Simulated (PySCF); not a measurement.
# $^{29}$Si chemical shifts

PySCF 2.14.0 with density-fitted response routines calculation with coordinates at the GFN2-xTB level and GIAO PBE0/pcSseg-1 shieldings; one conformer, non-relativistic, no solvent, averaged over atoms made equivalent by symmetry, fast rotation or ring inversion.

Shieldings were converted by a linear fit to measured shifts: $^{29}$Si: δ = 279.94 − 0.822σ (rms 8.9 ppm, 72 shifts, 25.8 ppm with the 6 outliers that the fit left out vs TMS, solution or neat liquid). Occasional misses reach two or three times the rms, and more in compound classes unlike the fitted ones.

(1) Give the $^{29}$Si shifts of `CO[SiH](OC)OCC(F)(F)F`, `O=C[C@H]1COC[SiH2]1`.

(2) Order these by $^{29}$Si shift, lowest first.
A. C=CO[SiH2]CC=O
B. C[Si](F)(F)N=C=O
C. [SiH4]
D. N#C[SiH](O)O
E. CO[C@]1(C=O)C[SiH2]1

Answers

(1) 
| compound | environment | δ (ppm) |
| --- | --- | --- |
| CO[SiH](OC)OCC(F)(F)F | silicon bonded to 3 O, H | -59.9 |
| O=C[C@H]1COC[SiH2]1 | silicon bonded to 2 C, 2 H, in a 5-membered ring | -30.3 |

(2) C (-98.8 ppm, silicon bonded to 4 H), E (-88.9 ppm, silicon bonded to 2 C, 2 H, in a 3-membered ring), D (-58.0 ppm, silicon bonded to C, 2 O, H), B (-48.6 ppm, silicon bonded to C, 2 F, N), A (-34.2 ppm, silicon bonded to C, O, 2 H).
